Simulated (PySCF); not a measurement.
**B3LYP on C⁺ (carbon, charge +1)**

Configuration: [He] 2s2 2p1, 2P determinant. Computed with PySCF 2.14 in cc-pVTZ-DK (4s3p2d1f, 30 functions), with scalar relativity by spin-free X2C-1e.

* Total energy: -37.4503 hartree
* One-electron energy: -47.6187 hartree
* Hartree (Coulomb) energy: 15.0483 hartree
* Exchange-correlation energy: -4.8799 hartree
* ⟨S²⟩: 0.7523
* ⟨L²⟩: 2.006
* Sum of ⟨r⟩: 4.953 bohr
* Sum of ⟨r²⟩: 8.099 bohr²
* Traceless quadrupole moment −½Σ⟨3z² − r²⟩ along its main axis: -1.05 e·bohr²
* Langevin diamagnetic susceptibility: -6.41 ×10⁻⁶ cm³/mol
* Time after the integrals: 0.18 s of wall time on 1 thread of Intel(R) Xeon(R) Platinum 8488C (shared host)

```json
{"shell": "1s α", "electrons": "1", "mean orbital energy (eV)": "-296.07", "rms radius, mean of both spins (bohr)": "0.314"}
{"shell": "1s β", "electrons": "1", "mean orbital energy (eV)": "-295.56", "rms radius, mean of both spins (bohr)": "0.314"}
{"shell": "2s α", "electrons": "1", "mean orbital energy (eV)": "-27.754", "rms radius, mean of both spins (bohr)": "1.61"}
{"shell": "2s β", "electrons": "1", "mean orbital energy (eV)": "-25.991", "rms radius, mean of both spins (bohr)": "1.61"}
{"shell": "2p α", "electrons": "1", "mean orbital energy (eV)": "-19.556", "rms radius, mean of both spins (bohr)": "1.64"}
```
